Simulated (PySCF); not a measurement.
Computed shifts of a molecule C₅H₆BF, PBE/pcSseg-1 (PySCF), GIAO, gas phase, equivalent atoms averaged, in ppm (number of nuclei): ¹³C: 158.2 (1), 139.1 (1), 92.8 (1), 89.1 (1), 2.3 (1). ¹⁹F: -36.5 (1). ¹H: 7.12 (2), 3.56 (1), 0.84 (3). References: ¹³C against TMS (σ = 182.0 ppm); ¹¹B against BF3 (σ = 83.9 ppm); ¹⁹F against CFCl3 (σ = 133.6 ppm); ¹H against TMS (σ = 31.49 ppm), references at their B3LYP-D3(BJ)/def2-TZVP geometries, non-relativistic. The structure is a stationary point at PBE0-D3(BJ)/def2-SVP. Other conformers were not sampled.

Q: Which molecule gave these data?
A) C=C(F)B1C=CC1
B) C#CC(=C)B(C)F
C) FCB1C=CC=C1
D) C=CB(F)C#CC

A: B, C#CC(=C)B(C)F
